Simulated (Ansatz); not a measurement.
`[NH2][Ga]([OH])[OH]`. The species carries charge 0 and has multiplicity 1. Geometry: relaxed with PBE0-D4/def2-TZVP. It is one conformer, not always the lowest.

```xyz
8

N     0.333   -0.727   -1.310
Ga   -0.022    0.224    0.187
O    -0.052    1.999    0.101
O    -0.266   -0.483    1.808
H     0.284   -0.276   -2.208
H     0.109   -1.705   -1.379
H    -0.185    2.407    0.959
H    -0.200   -1.438    1.844
```

(1) What is the dipole moment at r2SCAN/def2-TZVPP? (An estimate is asked.)

(2) And with PBE, B3LYP, ωB97M-V? (An estimate is asked.)

(3) Give the Mulliken charges with r2SCAN, PBE, B3LYP in def2-TZVPP. (Estimate.)

Results:

(1) Computed: 2.08 D, with components (-0.37, -1.95, -0.62) D in this frame, pointing from negative to positive charge.

(2) Ansatz gave: PBE 2.03 D, B3LYP 2.12 D, ωB97M-V 2.13 D.

(3) Computed: 
```csv
atom,r2SCAN,PBE,B3LYP
N1,-0.43,-0.37,-0.38
Ga2,0.62,0.47,0.60
O3,-0.44,-0.38,-0.42
O4,-0.44,-0.38,-0.42
H5,0.16,0.16,0.14
H6,0.15,0.14,0.13
H7,0.19,0.18,0.18
H8,0.18,0.17,0.17
```

B3LYP here is the variant with VWN-RPA as its local correlation; programs differ in this.
